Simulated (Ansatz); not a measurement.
`[BH2][AlH][SiH3]` + `[CH3][GaH][SH]` → `[BH2][GaH][CH3]` + `[SiH3][AlH][SH]`  (redistribution)

Program: Ansatz. Geometries: PBE0-D4/def2-TZVP. ΔE: electronic, gas phase. CCSD(T)/CBS is the MP2 limit (def2-TZVPP, def2-QZVPP) plus CCSD(T) − MP2 in def2-TZVPP, frozen cores. For Ga outer-core shells are correlated without core-valence functions, which leaves a few kJ/mol of doubt a bond. Scalar relativity is left out up to krypton. One conformer a species, not always the lowest.

```csv
species,CCSD(T)/def2-SVP energy (Eh)
`[BH2][AlH][SiH3]`,-559.09071
`[CH3][GaH][SH]`,-2361.73370
`[BH2][GaH][CH3]`,-1989.43962
`[SiH3][AlH][SH]`,-931.39269
```

Task: Work out ΔE.

Result: ΔE = (-1989.43962) + (-931.39269) − (-559.09071) − (-2361.73370) = -0.00790 Eh = -20.7 kJ/mol. CCSD(T)/CBS gives -29.6 kJ/mol.

Largest T1 diagnostic among the species: 0.013.

In def2-TZVPP, CCSD(T) changes the Hartree–Fock value by −4.5 kJ/mol (the triples alone add −0.1 kJ/mol) and MP2 by −7.6 kJ/mol. Leaving LDA and LC-ωPBE aside and taking each functional with its dispersion term where it has one, the values, not all of them listed here, spread over 4.2 kJ/mol, from ωB97M-V to HSE06-D4.
